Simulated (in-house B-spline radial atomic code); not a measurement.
Results of a calculation; reference values are marked as such.
## Cr in an electron gas of r_s = 3: phase shifts, screening, friction and resistivity

A nucleus sits in a uniform electron gas with a rigid positive background. The Kohn-Sham equations are solved self-consistently in the spin-unpolarised LDA (PW92), non-relativistic, on B-splines with outgoing waves at the boundary and partial waves to l = 8. The model has no lattice, no bands and no magnetic solution. Atomic units; δ_l are the phase shifts at the Fermi level, counted so that each bound state adds π, and good to about 0.0005. A narrow, partly filled d or f resonance in a thin gas would split by spin, so such rows rest on a solution that is probably unstable.

The density parameter is r_s = 3 bohr, near that of the valence electrons of Ag (1 per atom, density 10.5 g/cm³, mass 107.87 u, which gives r_s = 3.02).

```csv
l,δ_l (rad)
0,9.4645
1,6.3798
2,1.8578
3,-0.0249
4,-0.0026
5,-0.0006
6,-0.0003
7,-0.0004
8,-0.0003
```

Bound levels below the band bottom (hartree): s -213.5, s -23.77, p -20.18, s -2.312, p -1.317.

(1) Check the Friedel sum rule, and say where the screening charge sits.

(2) Find the transport cross section and the electronic stopping of a 1 keV Cr ion (mass 52.0 u).

(3) What residual resistivity would 1 atomic per cent of such centres give in Ag?

(4) On a substitutional site the background of one host ion, a sphere holding 1 charge, is taken out. The phase shifts for l = 0 to 4 become 9.3106, 6.2611, 1.6501, -0.0274, -0.0030. What follows?

Results:

(1) k_F = (9π/4)^(1/3)/r_s = 0.63972. The rule is Z = (2/π) Σ (2l + 1) δ_l. The terms are s 6.025, p 12.185, d 5.914, f -0.111 and -0.029 beyond, in all 23.984 against Z = 24. Bound states hold 6 s, 12 p, 0 d electrons, so the scattering states carry 5.98 in all.

(2) σ_tr = (4π/k_F²) Σ (l + 1) sin²(δ_l − δ_(l+1)). The terms for l = 0 to 3 are 0.0032, 1.9284, 2.7175, 0.0020, all together 4.6511, so σ_tr = 30.707 × 4.6511 = 142.819 bohr². With n = 3/(4π r_s³) = 0.008842, the friction coefficient is Q = n k_F σ_tr = 0.8078. For v well below v_F = 0.640, dE/dx = Q v; with 24801 eV per u at v = 1, v = √(1000/(24801 × 52.0)) = 0.0278, so dE/dx = 0.02250 hartree/bohr = 11.6 eV/nm. The largest term couples the d and f waves.

(3) Δρ = k_F n_i σ_tr/n in atomic units of 21.74 μΩ·cm. With one host atom per 1 electron, n_i/n = 0.01/1, so Δρ = 0.6397 × 0.01000 × 142.819 × 21.74 = 19.86 μΩ·cm. This is an atom added to the gas, as on an interstitial site.

(4) The Friedel sum is now 22.99, for Z − 1 = 23. The sum in σ_tr is 4.9564, so σ_tr = 152.19 bohr² and Δρ = 21.17 μΩ·cm per atomic per cent, 1.07 times the value above. A real host ion scatters too, so this model doesn't give zero even for the host's own atom.
